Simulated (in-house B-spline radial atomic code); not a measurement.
Checks on a self-consistent run for the gallium ion Ga⁷⁺, [Ne] 3s2 3p5 3d6 4f1. Computed with an all-electron radial atomic-structure program (B-spline basis): Dirac-Hartree-Fock, average of configuration, Fermi nucleus of rms radius 3.9973 fm.

| orbital | q | ε (Eh) | <1/r> | <r²> | small-component weight |
| --- | --- | --- | --- | --- | --- |
| 1s1/2 | 2 | -390.64015 | 31.3071 | 0.00317537 | 0.012554 |
| 2s1/2 | 2 | -55.97349 | 6.92465 | 0.0552558 | 0.0024416 |
| 2p1/2 | 2 | -50.11378 | 6.84411 | 0.043445 | 0.0024021 |
| 2p3/2 | 4 | -49.08436 | 6.67241 | 0.0449151 | 0.0023579 |
| 3s1/2 | 2 | -12.39446 | 2.30058 | 0.438327 | 0.00060048 |
| 3p1/2 | 1.6667 | -10.45632 | 2.20292 | 0.452957 | 0.00056403 |
| 3p3/2 | 3.3333 | -10.29637 | 2.16589 | 0.463745 | 0.00055456 |
| 3d3/2 | 2.4 | -7.10799 | 1.96431 | 0.473154 | 0.00046749 |
| 3d5/2 | 3.6 | -7.08399 | 1.95535 | 0.476622 | 0.0004649 |
| 4f5/2 | 0.42857 | -2.05757 | 0.541071 | 5.0415 | 6.2702e-05 |
| 4f7/2 | 0.57143 | -2.05761 | 0.541062 | 5.04124 | 6.2718e-05 |

Electron-electron repulsion V_ee = 607.3203 hartree.

Q: What total energy follows from the eigenvalues?

A: The eigenvalues count the repulsion twice, so E = Σqε - V_ee = -1310.949 - 607.320 = -1918.269 hartree; the run printed -1918.269.

Q: Does the Dirac virial theorem hold?

A: For a point nucleus E = -2c²Σq·w, with w the small-component weight. Here Σq·w = 0.051075 and c = 137.0360, so the ratio E/(-2c²Σq·w) is 1.000011; the finite nucleus accounts for the departure from 1.

Q: What diamagnetic shielding (Lamb formula) and susceptibility (Langevin formula) do the radii give?

A: σ = (α²/3)Σq<1/r> = 144.628/(3·137.036²) = 2567.2 ppm, and χ = -0.79199×10⁻⁶·Σq<r²> = -9.071×10⁻⁶ cm³/mol with Σq<r²> = 11.454 bohr². Both are non-relativistic formulas without the paramagnetism of open shells.
